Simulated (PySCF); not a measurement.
# Exercise with solution: entropy of an ideal gas

SiHBr3, SMILES Br[SiH](Br)Br.

Coordinates come from a PBE-D3(BJ)/def2-SVP optimisation.

PySCF with PBE-D3(BJ)/def2-SVP gives the harmonic wavenumbers 101, 101, 160, 351, 468, 468, 739, 739, 2216 cm⁻¹ and the rotational temperatures 0.0442, 0.0442, 0.0228 K. The molar mass is 268.81 g/mol, the symmetry number 3, the spin multiplicity 1.

Work out the entropy at 298.15 K and 1 atm in the rigid-rotor, harmonic-oscillator model.


Translation (Sackur–Tetrode at 1 atm): S = R[1.5 ln M + 2.5 ln T − 1.16487] = 178.5 J/(mol K).
Rotation: q = (√π/σ) T^1.5/√(θA θB θC) = 456000, S = R[ln q + 3/2] = 120.8 J/(mol K).
Vibration: with u = 1.4388 ν/T, each mode gives R[u/(e^u − 1) − ln(1 − e^−u)]:
```tsv
ν (cm⁻¹)	modes	u	S (J/(mol K))
101	2	0.49	28.74
160	1	0.77	10.67
351	1	1.69	4.86
468	2	2.26	6.22
739	2	3.57	2.20
```
The stiffer modes add less than 0.005 each. Sum 52.7 J/(mol K).
Spin: R ln 1 = 0.0 J/(mol K).
Total 352.0 J/(mol K); the program's own thermochemistry gives 352.0. Translation makes up 51 % and vibration 15 %. Anharmonicity, hindered rotation and orbital degeneracy are left out.
